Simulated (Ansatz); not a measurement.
**Energy differences in AuO (charge +1)**

Calculated in Ansatz's Gaussian-basis code. Basis cc-pwCVTZ-PP on Au, cc-pVTZ on O, scalar-relativistic core potentials (60 electrons on Au), no spin–orbit coupling, 1 orbital frozen in the corrections; active space CAS(14,9). Restricted Hartree–Fock, then the lowest state-specific CASSCF solution met for each case. On stretched bonds single-reference methods can fail or change state. Solutions in different active orbitals can move differences by tenths of an eV and at times more than 1 eV.

Case A, singlet: bond length 1.8490 Å.

Case B, triplet: the shape of A.

Energy less that of case A, in eV:

```json
{"case": "B", "RHF/ROHF": "-2.874", "CASSCF": "-1.250"}
```

Problem. What does SC-NEVPT2 give for these differences?

Solution. B: -1.323 eV (-30.5 kcal/mol).

Problem. Which case is lowest, and do the methods agree?

Solution. B is lowest in SC-NEVPT2. Of the methods shown, RHF/ROHF, CASSCF agree.
